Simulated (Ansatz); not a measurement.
C₈H₁₈GeN₂⁺, that is Ge(vinyl)2(NMe2)2 with one electron fewer. Charge 1, multiplicity 2. Geometry PBE-D4/def2-SVP, that of the neutral singlet.

| atom | x (Å) | y (Å) | z (Å) |
| --- | --- | --- | --- |
| Ge1 | -0.347 | 0.214 | 0.296 |
| C2 | -0.282 | 2.052 | 0.980 |
| C3 | -0.442 | 2.369 | 2.278 |
| H4 | -0.138 | 2.869 | 0.247 |
| H5 | -0.587 | 1.600 | 3.059 |
| H6 | -0.430 | 3.415 | 2.634 |
| C7 | -1.985 | -0.704 | 0.832 |
| C8 | -2.587 | -1.614 | 0.043 |
| H9 | -2.411 | -0.474 | 1.825 |
| H10 | -2.183 | -1.853 | -0.956 |
| H11 | -3.503 | -2.149 | 0.351 |
| N12 | 1.104 | -0.707 | 0.978 |
| C13 | 2.359 | -0.055 | 1.279 |
| C14 | 1.195 | -2.139 | 0.793 |
| H15 | 2.820 | -0.484 | 2.201 |
| H16 | 2.204 | 1.027 | 1.460 |
| H17 | 3.123 | -0.157 | 0.464 |
| H18 | 0.188 | -2.578 | 0.641 |
| H19 | 1.829 | -2.437 | -0.082 |
| H20 | 1.639 | -2.629 | 1.693 |
| N21 | -0.304 | 0.138 | -1.572 |
| C22 | -1.346 | 0.812 | -2.318 |
| C23 | 0.983 | 0.134 | -2.235 |
| H24 | -1.128 | 1.894 | -2.523 |
| H25 | -2.311 | 0.762 | -1.774 |
| H26 | -1.502 | 0.327 | -3.311 |
| H27 | 1.736 | -0.388 | -1.612 |
| H28 | 0.925 | -0.405 | -3.211 |
| H29 | 1.381 | 1.159 | -2.460 |

Single mean-field runs in def2-TZVP are fitted with def2-universal-jkfit.

Problem. Estimate the α-spin orbital energies around the gap (eV) in Ansatz with PBE-D4/def2-TZVP, BLYP-D4/def2-TZVP, PBE0-D4/def2-TZVP.

Solution. 
| orbital | PBE-D4/def2-TZVP | BLYP-D4/def2-TZVP | PBE0-D4/def2-TZVP |
| --- | --- | --- | --- |
| HOMO−5 | -11.85 | -11.76 | -13.24 |
| HOMO−4 | -11.23 | -11.13 | -12.60 |
| HOMO−3 | -10.67 | -10.48 | -11.81 |
| HOMO−2 | -10.41 | -10.23 | -11.75 |
| HOMO−1 | -10.17 | -10.08 | -11.64 |
| HOMO | -10.16 | -10.06 | -11.46 |
| LUMO | -5.54 | -5.38 | -4.57 |
| LUMO+1 | -4.90 | -4.74 | -3.84 |
| LUMO+2 | -3.86 | -3.77 | -2.93 |
| LUMO+3 | -3.29 | -3.27 | -2.39 |
| LUMO+4 | -3.03 | -2.99 | -2.17 |
| LUMO+5 | -2.99 | -2.91 | -2.01 |
| β HOMO | -9.52 | -9.42 | -10.19 |
| β LUMO | -9.38 | -9.28 | -8.88 |
